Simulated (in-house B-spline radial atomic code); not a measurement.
Configurations of neutral carbon, with energies counted from [He] 2s2 (2p1/2)2. All numbers are computed (Dirac-Hartree-Fock, average of each configuration as written; Fermi nucleus of rms radius 2.4702 fm) with a B-spline radial code for spherical atoms, not measured. Energies include first-order Breit, QED and recoil terms.

Occupations are held fixed; configurations that lie above the ionisation limit could autoionise.

```csv
configuration,E - E(ref) (eV),highest orbital,its <r> (bohr)
[He] 2s2 (2p1/2)1 (2p3/2)1,-0.64089,2p3/2,1.738
[He] 2s2 (2p3/2)1 4s1,7.9667,4s1/2,13.51
[He] 2s1 (2p3/2)3,8.5365,2p3/2,1.765
[He] 2s2 (2p3/2)1 (4f5/2)1,8.6386,4f5/2,18
[He] 2s2 (2p1/2)1 (6d5/2)1,9.1008,6d5/2,50.66
[He] 2s1 (2p1/2)2 (6g7/2)1,17.748,6g7/2,44
```

Q: Order these further configurations by energy, lowest first.
A. [He] 2s1 (2p1/2)2 (4p3/2)1
B. [He] 2s2 (2p3/2)1 (6p1/2)1
C. [He] 2s1 (2p1/2)1 (2p3/2)1 (6d3/2)1
D. [He] 2s2 (2p3/2)2
E. [He] 2s2 (2p3/2)1 (5g9/2)1

A: D (-0.41837 eV), E (8.9447 eV), B (9.0314 eV), C (16.984 eV), A (16.986 eV).

Q: How far above the reference does [He] 2s2 (2p1/2)1 (4d3/2)1 lie?

A: 8.6212 eV; its least bound orbital is 4d3/2 with <r> = 20.67 bohr.

Q: Is the reference the lowest configuration at this level of theory?

A: No: [He] 2s2 (2p1/2)1 (2p3/2)1 lies 0.6409 eV lower. Averages of configurations without correlation can order differently from the measured ground levels.
